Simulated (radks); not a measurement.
The numbers below are computed, except where a source is named.
All-electron atom: Nd LVI in [He] 2s2 2p1 (the NIST ground configuration).

Level of theory: scalar-relativistic Kohn-Sham, r2SCAN, spin-polarised, spherical densities, finite nucleus; open shells are filled with parallel spins first (spin-orbit coupling, left out, can overturn this in heavy ions); meta-GGA in the generalised Kohn-Sham scheme; Fermi nuclear charge, rms radius 4.9123 fm (a radial shooting solver on a logarithmic mesh with Libxc functionals).

Energy parts (hartree):
part                       energy
total                  -5064.7426
kinetic                 5569.7468
electron-nucleus      -10780.8167
Hartree                  206.6056
exchange-correlation     -60.2783

Orbitals (lengths in bohr, moments of r in powers of bohr; <r^-3> diverges for s and p1/2):
orbital  occ.  eigenvalue (hartree)      <r^4>  <r^-3>
1s up       1             -1802.568  1.496e-06       -
1s down     1             -1801.680  1.491e-06       -
2s up       1             -433.1385  0.0001985       -
2s down     1             -431.6277  0.0002000       -
2p up       1             -410.5905  0.0001371   10150
2p down     0             -408.7316  0.0001386   10110

The highest occupied level is 2p up at -11172.7 eV. For comparison, the ionisation energy in NIST's Atomic Spectra Database is 11694 eV (theoretical). In exact Kohn-Sham theory the highest level is minus the ionisation energy, but local and semilocal functionals leave it too shallow, through self-interaction and a potential that decays too fast; potentials with the right tail come closer. The electron density at the nucleus is 4.662e+05 e/bohr^3 (large components only). The density falls to 0.001 e/bohr^3 at r = 0.36 bohr. The spin density at the nucleus is -6.6 e/bohr^3 (1s -185.8, 2s 179.2). Spin moment in Bohr magnetons: 1.
